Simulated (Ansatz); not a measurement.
Abridged output of a molecular run in Ansatz:

```
Functional definition: HF
1347 factors; integrals over basis functions are off by at most 1.1e-3 eV
mean field evaluation 1: about -14169.5013 eV, gradient 3.8e1 eV
mean field evaluation 2: about -14169.7968 eV, gradient 3.8e1 eV
mean field evaluation 4: about -14173.7195 eV, gradient 5.0e0 eV
mean field evaluation 8: about -14173.8486 eV, gradient 6.2e-1 eV
mean field evaluation 16: about -14173.8542 eV, gradient 1.7e-6 eV
mean field -14173.85422168 eV, -520.8795352631 hartree, gradient 1.7e-6 eV, S^2 0.000000; 0 other end points of the search recorded, 0 dependent functions left out; unrestricted orbitals would lower it
9 core orbitals not correlated: weight in the atoms' cores, before any rotation towards them, 1.000 or more for the frozen orbitals, at most 0.000 for the correlated occupied ones
reference -14173.85422168 eV, -520.8795352631 hartree; 14, 14 occupied and 199, 199 virtual orbitals, 1347 factors
second order -24.09184416 eV of doubles, -0.00000000 eV of singles
cycle   1  -24.10095170 eV  change   -9.1e-3 eV  update   1.2e-1
cycle   2  -24.74082737 eV  change   -6.4e-1 eV  update   3.8e-2
cycle   3  -24.90281856 eV  change   -1.6e-1 eV  update   2.0e-2
cycle   4  -24.88709066 eV  change    1.6e-2 eV  update   5.6e-3
cycle   5  -24.88498099 eV  change    2.1e-3 eV  update   3.1e-3
cycle   6  -24.88668937 eV  change   -1.7e-3 eV  update   1.0e-3
cycle   7  -24.88625632 eV  change    4.3e-4 eV  update   4.9e-4
cycle   8  -24.88598654 eV  change    2.7e-4 eV  update   1.7e-4
cycle   9  -24.88602826 eV  change   -4.2e-5 eV  update   7.5e-5
cycle  10  -24.88605135 eV  change   -2.3e-5 eV  update   2.9e-5
perturbative correction -1.09577496 eV, -0.0402689870 hartree
Total energy: -14199.83604798 eV, -521.8343497688 hartree
```

Its atoms:

Z-matrix (Å, degrees):
```
Si
C 1 1.875
C 1 1.901 2 46.1
H 1 1.479 2 113.8 3 -111.2
H 1 1.482 2 127.3 3 93.8
N 2 1.258 1 149.7 3 142.0
F 3 1.358 1 131.6 2 -112.6
H 3 1.097 1 106.8 2 106.0
H 6 1.020 2 111.3 1 42.5
```

(1) Which basis set was used?
A. cc-pV(D+d)Z
B. def2-TZVPP
C. cc-pV(Q+d)Z
D. def2-SVPD

(2) Write the keys of the input that set method, charge and spin (a neutral closed shell needs none for the last two).

Results:

(1) B. It gives 222 functions.

(2) 
```yaml
correlation: {method: ccsd_t}
```
